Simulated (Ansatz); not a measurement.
C$_{3}$H$_{8}$OSi (`CO/C=C/[SiH3]`). Total charge 0; spin multiplicity 1.

```xyz
13

C    -0.410    2.035    1.047
O    -1.368    1.111    0.580
C    -0.904   -0.006    0.003
C     0.367   -0.373   -0.194
Si    0.770   -1.972   -1.017
H    -0.968    2.865    1.477
H     0.228    1.584    1.814
H     0.217    2.399    0.227
H    -1.738   -0.628   -0.310
H     1.170    0.280    0.135
H     1.558   -1.768   -2.264
H    -0.501   -2.667   -1.362
H     1.577   -2.859   -0.135
```

(1) What are the harmonic wavenumbers in cm⁻¹ at PBE0-D4/def2-TZVP (Ansatz, finite differences of forces, unscaled)? (Best estimate.)

(2) Is this a minimum?

(3) Give the ideal-gas thermochemistry at 298.15 K and 1 bar (rigid rotor, harmonic oscillator; point group Cs, symmetry number 1).

## Answers

(1) Ansatz gave: 123, 142, 181, 250, 287, 317, 560, 638, 658, 824, 863, 932, 934, 963, 993, 998, 1176, 1177, 1245, 1269, 1379, 1465, 1484, 1498, 1671, 2205, 2212, 2218, 3030, 3096, 3163, 3180, 3185.

(2) Yes, all 33 modes are real.

(3) Zero-point energy 265.1 kJ/mol; H(298) − E = 285.9 kJ/mol; entropy 339.1 J/(mol·K), of which translation 164.7, rotation 111.2, vibration 63.1; G(298) − E = 184.8 kJ/mol.
